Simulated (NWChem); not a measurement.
System: MoNH3SO2; SMILES [NH]=[Mo](=[O])([OH])[SH]

Output (shortened):

```
             Northwest Computational Chemistry Package (NWChem) 7.3.0
             --------------------------------------------------------

 C1  symmetry detected

                             Geometry "geometry" -> ""
                             -------------------------

 Output coordinates in angstroms (scale by  1.889725989 to convert to a.u.)

  No.       Tag          Charge          X              Y              Z
 ---- ---------------- ---------- -------------- -------------- --------------
    1 Mo                  42.0000     0.04528720     0.35058927     0.03155825
    2 O                    8.0000     0.58158481     0.52333073     1.57199213
    3 N                    7.0000     1.21673569     0.68510640    -1.19670650
    4 H                    1.0000     1.99767196     0.98348776    -1.76712378
    5 O                    8.0000    -1.56414796     0.97827750    -0.32271340
    6 H                    1.0000    -2.38061248     1.45640369    -0.49306164
    7 S                   16.0000    -0.11103923    -1.98736730    -0.11618035
    8 H                    1.0000    -0.39913875    -2.17537468     1.17634033

 Effective nuclear repulsion energy (a.u.)     594.8442877672

                                Z-matrix (autoz)
                                --------

 Units are Angstrom for bonds and degrees for angles

[...]

      ----------------------
      Optimization converged
      ----------------------

  Step       Energy      Delta E   Gmax     Grms     Xrms     Xmax
  ---- ---------------- -------- -------- -------- -------- --------
@   22    -672.86156878  9.8D-08  0.00004  0.00001  0.00045  0.00106
                                     ok       ok       ok       ok

                                Z-matrix (autoz)
                                --------

 Units are Angstrom for bonds and degrees for angles

      Type          Name      I     J     K     L     M      Value     Gradient
      ----------- --------  ----- ----- ----- ----- ----- ---------- ----------
    1 Stretch                  1     2                       1.67360    0.00001
    2 Stretch                  1     3                       1.72437    0.00001
    3 Stretch                  1     5                       1.87248    0.00001
    4 Stretch                  1     7                       2.34583   -0.00004
    5 Stretch                  3     4                       1.02064   -0.00000
    6 Stretch                  5     6                       0.96425    0.00001
    7 Stretch                  7     8                       1.35534   -0.00002
    8 Bend                     1     3     4               145.08886   -0.00000
    9 Bend                     1     5     6               124.53672   -0.00000
   10 Bend                     1     7     8                94.05675    0.00001
   11 Bend                     2     1     3               111.19138   -0.00001
   12 Bend                     2     1     5               110.36091   -0.00000
   13 Bend                     2     1     7               109.85392   -0.00001
   14 Bend                     3     1     5               110.59148   -0.00000
   15 Bend                     3     1     7               102.20035    0.00001
   16 Bend                     5     1     7               112.41113    0.00001
   17 Torsion                  2     1     3     4           3.61492    0.00000
   18 Torsion                  2     1     5     6         137.74499   -0.00000
   19 Torsion                  2     1     7     8          48.49814    0.00000
   20 Torsion                  3     1     5     6          14.28723    0.00001
   21 Torsion                  3     1     7     8         166.61561   -0.00001
   22 Torsion                  4     3     1     5         126.59150   -0.00001
   23 Torsion                  4     3     1     7        -113.54645    0.00001
   24 Torsion                  5     1     7     8         -74.80390    0.00000
   25 Torsion                  6     5     1     7         -99.23704   -0.00000

                         Geometry "geometry" -> "geometry"
                         ---------------------------------

 Output coordinates in angstroms (scale by  1.889725989 to convert to a.u.)

[...]
```

Level: PBE0/def2-SVP with def2 effective core potentials on Mo. Not confirmed as a minimum by frequencies. def2 effective core potentials on Mo; no spin-orbit coupling.

**Question.** Reconstruct the input file.

**Answer.** Several could match; the one computed here: the input that was run:
```
start job
memory heap 200 mb stack 900 mb global 1100 mb
geometry units angstroms
  Mo     0.184419     0.220112    -0.166889
  O      1.318442     0.628156     0.945713
  N      0.767239    -0.710845    -1.503477
  H      1.290304    -1.181141    -2.231140
  O     -0.972452     1.472980    -0.616059
  H     -1.485360     2.225374    -0.924387
  S     -1.027882    -1.402208     1.020844
  H     -0.813238    -0.861766     2.225339
end
basis spherical
  * library def2-svp
end
ecp
  Mo library def2-ecp
end
dft
  xc pbe0
  iterations 150
end
driver
  maxiter 120
end
task dft optimize
```
